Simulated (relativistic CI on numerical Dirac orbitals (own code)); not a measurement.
**Ni⁴⁺: 3s photoemission**

Computed with this model: Dirac-Coulomb-Breit CI, KLI orbitals optimised for each configuration, QED by a radiative potential, valence Slater integrals scaled by 0.8, multiplet model of photoemission in the sudden approximation; configurations [Ar] 3d6 → [Ne] 3s 3p6 3d6; 80 K; Lorentzian 2.1 eV and Gaussian 0.6 eV FWHM. Energies are those of the free ion, without screening or charge transfer. The energies are binding energies and can lie tens of eV above those of solids. Without intra-shell correlation the exchange splitting of an s hole comes out too large, often by half or more. S is read from ⟨S²⟩ = S(S + 1).

free ion: ground-state S = 2.00, centroid 194.73 eV. Peaks (eV, height): 190.0 (100), 201.8 (67).

Strongest unbroadened transitions for free ion:

```csv
Energy (eV),Relative strength
190.07,100.0
190.18,8.1
195.97,0.0
196.01,0.1
197.52,0.0
200.78,0.1
201.73,71.1
201.86,0.0
203.01,0.6
203.46,0.0
```
